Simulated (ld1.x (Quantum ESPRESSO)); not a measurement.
manganese (Mn): excitation energies, all-electron against RRKJ

Mn, norm-conserving RRKJ (Kleinman–Bylander form), made with ld1.x (Quantum ESPRESSO) 7.5 (LDA (PZ), scalar-relativistic). Core [Ar], reference 3d5 4s1 4p0 (charge +1). Waves: 4s (bound): rc 2.60 bohr; 4p (bound, empty): rc 3.05 bohr; 3d (bound): rc 2.00 bohr. Local part: all-electron potential smoothed inside 2.60 bohr (lloc = -1). Core correction: a·sin(br)/r model core, default radius (core density twice the valence density). rho0 = 0.005.

Energies are relative to the spin-unpolarised reference configuration 3d5 4s1 4p0; without spin polarisation the order of configurations can differ from experiment. Spin-polarised rows fill each open shell by Hund’s rule, majority spin first. The frozen-core shift is the all-electron ΔE with the core orbitals held at their reference shape minus the fully relaxed ΔE.

| valence configuration | charge | ΔE all-electron (eV) | error AE − PS (meV) | frozen-core shift (meV) |
| --- | --- | --- | --- | --- |
| 3d5 4s2 4p0 | 0 | -8.654 | +2.5 | +0.4 |
| 3d5 4s0 4p0 | +2 | 15.877 | -6.5 | +4.3 |
| 3d4 4s0 4p0 | +3 | 48.688 | -184 | +350 |
| 3d3 4s0 4p0 | +4 | 99.729 | -274 | +1903 |
| 3d4 4s2 4p1 | 0 | -0.734 | -57 | +196 |
| 3d4 4s2 4p0 | +1 | 4.794 | +13 | +201 |
| 3d5 4s1 4p0 (spin-polarised) | +1 | -6.108 | +686 | +15 |

Q: What are ΔE and the potential's error for 3d5 4s1.5 4p0?

A: ΔE = -5.188 eV all-electron; the error (AE − PS) is +0.7 meV.

Q: What are ΔE and the potential's error for 3d5 4s2 4p0 (spin-polarised)?

A: ΔE = -13.708 eV all-electron; the error (AE − PS) is +652 meV.

A variational frozen-core shift is positive and of second order in the change. This column holds negative values, so the frozen-core run of ld1.x carries numerical noise or an error of first order here, and the column gives no more than the rough size of the effect.
